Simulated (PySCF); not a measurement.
**Which functional comes closest?**

Molecule: N-tert-Butylacetamide (CC(=O)NC(C)(C)C, C$_{6}$H$_{13}$NO).

Atoms are numbered as in `[CH3:1][C:2](=[O:3])[NH:4][C:5]([CH3:6])([CH3:7])[CH3:8]`; H(Xn) means a hydrogen on atom n.

Geometry PBE0-D3(BJ)/def2-SVP throughout; GIAO in PySCF 2.14, gas phase, one conformer, non-relativistic; equivalent atoms averaged; basis pcSseg-1.

Reference values (measured; solution, not stated per compound (mostly CDCl3 or CCl4); Pretsch, Buehlmann, Badertscher, Structure Determination of Organic Compounds, 4th ed. (2009)): δ(C5) = 49.9 ppm, δ(C6/C7/C8) = 28.6 ppm, δ(H(C6)/H(C7)/H(C8)) = 1.28 ppm. Computed shifts are taken against TMS, calculated as an isolated molecule at each level.

Question: How do the functionals LDA, KT3, B97-D, B3LYP, PBE0, mPW1PW91, BHandHLYP, CAM-B3LYP, LC-wPBE perform against the reference? Times are CPU seconds on shared hosts with different chips, so compare them loosely.

Answer: 
| functional | kind | C5 | C6/C7/C8 | H(C6)/H(C7)/H(C8) | mean abs. error C | abs. error H | core-s |
| --- | --- | --- | --- | --- | --- | --- | --- |
| LDA | LDA | 53.8 | 30.3 | 1.35 | 2.8 | 0.07 | 40 |
| KT3 | GGA | 51.9 | 28.3 | 1.33 | 1.2 | 0.05 | 80 |
| B97-D | GGA | 52.4 | 29.2 | 1.36 | 1.5 | 0.08 | 52 |
| B3LYP | global hybrid | 51.8 | 29.7 | 1.33 | 1.5 | 0.05 | 32 |
| PBE0 | global hybrid | 50.0 | 29.2 | 1.31 | 0.3 | 0.03 | 27 |
| mPW1PW91 | global hybrid | 50.0 | 29.1 | 1.32 | 0.3 | 0.04 | 33 |
| BHandHLYP | global hybrid | 48.5 | 29.3 | 1.30 | 1.0 | 0.02 | 54 |
| CAM-B3LYP | range-separated hybrid | 50.2 | 29.7 | 1.32 | 0.7 | 0.04 | 34 |
| LC-wPBE | range-separated hybrid | 47.3 | 28.8 | 1.30 | 1.4 | 0.02 | 62 |

For 13C the closest is mPW1PW91 (0.3 ppm, with PBE0 practically level) and the furthest LDA (2.8 ppm).

For 1H the closest is BHandHLYP (0.02 ppm, with LC-wPBE, PBE0, mPW1PW91, CAM-B3LYP practically level) and the furthest B97-D (0.08 ppm). One molecule is a small sample, and vibrational and solvent effects are absent from the calculation.
